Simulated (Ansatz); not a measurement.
Coupled-cluster diagnostics for ZrTe₂⁻, Ansatz.

Geometry of the doublet (r2SCAN-D4/def2-TZVPD):

```tsv
atom	x (Å)	y (Å)	z (Å)
Zr1	0.5008	0.6793	-0.3155
Te2	-0.9389	0.9526	1.8475
Te3	0.4381	-1.6319	-1.5320
```

In the def2 sets Te, Zr take a core potential; there is no spin–orbit coupling. Correlated methods freeze 8 core orbitals; core or outer-core shells of Zr, Te are correlated, in sets that lack core-valence functions. The structure comes from a short search, and lower isomers may exist.

Geometry of the charge -1 quartet (r2SCAN-D4/def2-TZVPD):

```xyz
3

Zr   -0.255    0.228    1.036
Te    1.597   -1.524    0.154
Te   -1.342    1.295   -1.191
```

(1) Estimate the CCSD(T) correlation energy, the shares of MP2 and (T), T1 and the reference's ⟨S²⟩ for: charge -1, doublet, own geometry in def2-SVPD; charge -1, quartet, own geometry in def2-SVPD; and the rough time on 4 threads of Arm Neoverse V2 on a shared host.

Results:

(1) 
| state | basis | correlation (eV) | MP2 share (%) | (T) share (%) | T1 | ⟨S²⟩ (pure) | wall time | remarks |
| --- | --- | --- | --- | --- | --- | --- | --- | --- |
| charge -1, doublet, own geometry | def2-SVPD | -14.167 | 92.8 | 5.9 | 0.051 | 0.84 (0.75) | 14 s | large T1 |
| charge -1, quartet, own geometry | def2-SVPD | -13.186 | 90.4 | 5.4 | 0.045 | 3.78 (3.75) | 23 s | – |
Customary marks for T1 are 0.02 (closed shells), 0.045 (open shells) and about 0.05 (3d metals). T1 exceeds 0.02 in 2 of 2 rows and 0.045 in 1; the higher it lies, the less the single-reference result can be trusted.
